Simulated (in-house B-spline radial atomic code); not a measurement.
The outermost shell (largest non-relativistic mean radius) with and without relativity; Dirac values are averaged over j. Computed with a radial B-spline atomic code at the basis-set limit: non-relativistic Hartree-Fock and Dirac-Hartree-Fock, averages of the configuration (point nuclei without relativity, finite nuclei with it).

```json
{"ion": "Be2+", "configuration": "1s2", "outermost shell": "1s", "radius non-relativistic (bohr)": "0.41414", "radius Dirac (bohr)": "0.41404", "radius change (%)": "-0.024894", "level non-relativistic (eV)": "-154.210", "level Dirac (eV)": "-154.24", "spin-orbit splitting (eV)": "-"}
{"ion": "Ar2+", "configuration": "[Ne] 3s2 3p4", "outermost shell": "3p", "radius non-relativistic (bohr)": "1.4753", "radius Dirac (bohr)": "1.4741", "radius change (%)": "-0.076256", "level non-relativistic (eV)": "-42.179", "level Dirac (eV)": "-42.176", "spin-orbit splitting (eV)": "0.23041"}
{"ion": "V2+", "configuration": "[Ar] 3d3", "outermost shell": "?", "radius non-relativistic (bohr)": "?", "radius Dirac (bohr)": "?", "radius change (%)": "?", "level non-relativistic (eV)": "?", "level Dirac (eV)": "?", "spin-orbit splitting (eV)": "?"}
{"ion": "Kr2+", "configuration": "[Ar] 3d10 4s2 4p4", "outermost shell": "4p", "radius non-relativistic (bohr)": "1.7563", "radius Dirac (bohr)": "1.7479", "radius change (%)": "-0.47579", "level non-relativistic (eV)": "-36.609", "level Dirac (eV)": "-36.681", "spin-orbit splitting (eV)": "0.82771"}
{"ion": "Zr2+", "configuration": "[Kr] 4d2", "outermost shell": "4d", "radius non-relativistic (bohr)": "1.9815", "radius Dirac (bohr)": "2.0066", "radius change (%)": "1.2649", "level non-relativistic (eV)": "-22.416", "level Dirac (eV)": "-22.056", "spin-orbit splitting (eV)": "0.12018"}
{"ion": "Rh2+", "configuration": "[Kr] 4d7", "outermost shell": "4d", "radius non-relativistic (bohr)": "1.4199", "radius Dirac (bohr)": "1.4325", "radius change (%)": "0.8817", "level non-relativistic (eV)": "-32.686", "level Dirac (eV)": "-32.188", "spin-orbit splitting (eV)": "0.46307"}
{"ion": "Sb2+", "configuration": "[Kr] 4d10 5s2 5p1", "outermost shell": "?", "radius non-relativistic (bohr)": "?", "radius Dirac (bohr)": "?", "radius change (%)": "?", "level non-relativistic (eV)": "?", "level Dirac (eV)": "?", "spin-orbit splitting (eV)": "?"}
{"ion": "Xe2+", "configuration": "[Kr] 4d10 5s2 5p4", "outermost shell": "5p", "radius non-relativistic (bohr)": "2.1285", "radius Dirac (bohr)": "2.1041", "radius change (%)": "-1.1469", "level non-relativistic (eV)": "-31.127", "level Dirac (eV)": "-31.321", "spin-orbit splitting (eV)": "1.6035"}
```

(1) Fill in the row of V2+.

(2) Fill in the row of Sb2+.

(3) Which member changes most?

Answers

(1) outermost shell: 3d; radius non-relativistic (bohr): 1.2906; radius Dirac (bohr): 1.2968; radius change (%): 0.48548; level non-relativistic (eV): -28.990; level Dirac (eV): -28.803; spin-orbit splitting (eV): 0.0617.

(2) outermost shell: 5p; radius non-relativistic (bohr): 2.559; radius Dirac (bohr): 2.5312; radius change (%): -1.0872; level non-relativistic (eV): -24.102; level Dirac (eV): -24.23; spin-orbit splitting (eV): 0.81526.

(3) Zirconium (Zr2+): its 4d shell expands by 1.3 %.
